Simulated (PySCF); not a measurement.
Candidates: SiF₂, SiCl₂, SiBr₂. Level: PBE0 in the def2-TZVP basis family, all electrons, no relativity, computed in PySCF with density fitting; open shells unrestricted.

One of them gave a singlet of C2v symmetry with wavenumbers 124, 408, 408 cm⁻¹ and a HOMO–LUMO gap of 4.46 eV.

Task: Which molecule is it?
A. SiCl₂
B. SiBr₂
C. SiF₂

Result: B. That is SiBr₂, with Si–Br 2.249 Å (×2). The others give SiF₂ 1.601 Å and 871 cm⁻¹ for the highest mode; SiCl₂ 2.078 Å and 522 cm⁻¹ for the highest mode.

The structures come from searches over a few start shapes, so lower isomers are not excluded.
